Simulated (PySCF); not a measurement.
# Ti(8+): ionisation energy

Ti(8+) [Ne] 3s2 3p2 (3P) → Ti(9+) [Ne] 3s2 3p1 (2P), as a difference of total energies. Calculation: PySCF 2.14, in an even-tempered Gaussian basis (19 s from 0.32 bohr⁻², ratio 2.5; 12 p from 0.42 bohr⁻², ratio 2.5; 5 d from 2.8 bohr⁻², ratio 2.7; 5 f from 4.2 bohr⁻², ratio 2.7); the spin-free X2C one-electron Hamiltonian (Gaussian nucleus). Correlated levels: outer shells: 1s2 frozen; virtual orbitals above 40 to 60 times the deepest correlated orbital energy dropped. The calculations carry no spin-orbit coupling.

```json
{"method": "UHF", "ionisation energy (eV)": "191.38"}
{"method": "MP2 (outer shells)", "ionisation energy (eV)": "191.95"}
{"method": "SCS-MP2 (outer shells)", "ionisation energy (eV)": "191.82"}
{"method": "CCSD (outer shells)", "ionisation energy (eV)": "191.93"}
{"method": "CCSD(T) (outer shells)", "ionisation energy (eV)": "191.93"}
```

**Question.** How much does correlation contribute at CCSD(T) (outer shells)?

**Answer.** 191.93 − (191.38) = 0.55 eV, measured against UHF.

A first-order spin-orbit estimate (lowest level to lowest level, LS coupling) adds -0.034 eV.

For comparison: 192.1 ± 0.4 eV (semi-empirical (NIST evaluation); NIST Atomic Spectra Database, ionization energies).
